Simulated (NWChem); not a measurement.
A series in which one site is exchanged, each optimised at PBE0/def2-SVP with NWChem, gas phase unless a solvent is named. All stand in one matching conformer (torsions within 35°), which need not be the lowest. 

A: B(O)(O)Cl (BH2O2Cl; site = B)
B: [OH][Al]([OH])[Cl] (AlH2O2Cl; site = Al)
C: [Ga]([Cl])([OH])[OH] (GaH2O2Cl; site = Ga)

| quantity | A | B | C |
|---|---|---|---|
| dipole (D), PBE0/def2-SVP | 2.12 | 2.03 | ? |
| orbital gap (eV), PBE0/def2-SVP | 10.29 | 8.50 | ? |
| highest harmonic frequency (cm⁻¹), PBE0/def2-SVP | 3928 | 3990 | ? |
| static polarisability, CAM-B3LYP/def2-SVPD (bohr³) | 36.4 | 43.8 | ? |

### Question
Complete the blanks.

### Answer

- dipole (D), PBE0/def2-SVP, C: 1.77
- orbital gap (eV), PBE0/def2-SVP, C: 7.95
- highest harmonic frequency (cm⁻¹), PBE0/def2-SVP, C: 3911
- static polarisability, CAM-B3LYP/def2-SVPD (bohr³), C: 47.6
